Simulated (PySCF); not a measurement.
# Reading the logs of faulty runs: AlBClH4Si cation

Calculated results; nothing here was measured. The program is PySCF 2.14.0, an open-source quantum chemistry code, run on an isolated molecule that a program drew, which may never have been made. The molecule is AlBClH4Si cation (charge +1, singlet), drawn as the SMILES string `[AlH+][B]([SiH3])Cl`.

Each row is a Hartree-Fock (HF) and frozen-core CCSD(T) single point in the cc-pV(D+d)Z basis, meant for a local HF minimum. Run 1 is clean. Each other run has one planted mistake out of seven kinds, and not every kind appears here: one electron removed, one electron added, multiplicity raised by two, geometry at a saddle point, minimal basis STO-3G, one bond length entered in bohr, all coordinates scaled. The reference is restricted for singlets and unrestricted otherwise, and also for a bond in bohr. Adding or removing an electron swaps singlet and doublet. Electrons count all cores. HOMO and LUMO are orbital energies over both spins, the gradient is its largest component, and the lowest frequency (negative if imaginary) is given only where the gradient is small. Bond lengths are over the 7 bonds as drawn. T1 is the CCSD diagnostic: over 0.02 (restricted) or 0.045 (unrestricted) a single reference is doubtful.

Geometry of the clean run:
```xyz
8
AlBClH4Si cation, angstrom
Al   -3.1096   -1.1823   -2.0990
B    -2.1433    0.7474   -1.6610
Si   -0.4481    1.3953   -2.6246
Cl   -2.9995    1.6109   -0.4210
H    -3.8287   -2.5341   -2.3714
H    -0.7932    1.4206   -4.0636
H     0.5735    0.3535   -2.3765
H    -0.0440    2.7159   -2.1167
```

| run | electrons | basis functions | <S^2> | HOMO (eV) | LUMO (eV) | gradient (hartree/bohr) | lowest frequency (cm^-1) | mean bond (Å) | longest bond (Å) | T1 | HF (hartree) | CCSD(T) (hartree) | mistake |
|---|---|---|---|---|---|---|---|---|---|---|---|---|---|
| 1 | 52 | 103 | 0.000 | -14.63 | -5.18 | 1.5e-05 | 42 | 1.7115 | 2.202 | 0.0178 | -1017.11372 | -1017.54540 | no fault |
| 2 | 52 | 103 | 0.000 | -14.62 | -5.18 | 9.8e-03 | - | 1.7372 | 2.235 | 0.0181 | -1017.11226 | -1017.54439 | all coordinates scaled |
| 3 | 52 | 103 | 0.930 | -11.94 | -5.43 | 1.3e-02 | - | 1.9727 | 3.883 | 0.0326 | -1017.01383 | -1017.42445 | ? |
| 4 | 52 | 103 | 2.025 | -12.29 | -6.86 | 3.5e-02 | - | 1.7115 | 2.202 | 0.0239 | -1017.03178 | -1017.46490 | ? |

**Which mistake was planted in run 3, and what did it cost?**

The mean bond changes by a factor of 1.153 and the longest by 1.763, so the molecule wasn't scaled as a whole. A length L in bohr read as angstrom grows by (1/0.5292 - 1) L = 0.890 L. The 7 bonds together grew by 7 x 0.2612 = 1.828 Å, which gives L = 2.055 Å. That is bond B2-Si3, 2.055 Å in the clean geometry. So the mistake is: one bond length entered in bohr. Subtracting run 1 and multiplying by 627.51 kcal/mol a hartree, the energy moved by 62.7 kcal/mol in HF and 75.9 kcal/mol in CCSD(T).

**Which mistake was planted in run 4, and what did it cost?**

Electrons, basis and geometry are unchanged, and <S^2> is 2.025, beside S(S+1) = 2.00 for a multiplicity of 3. So the mistake is: multiplicity raised by two. Subtracting run 1 and multiplying by 627.51 kcal/mol a hartree, the energy moved by 51.4 kcal/mol in HF and 50.5 kcal/mol in CCSD(T).

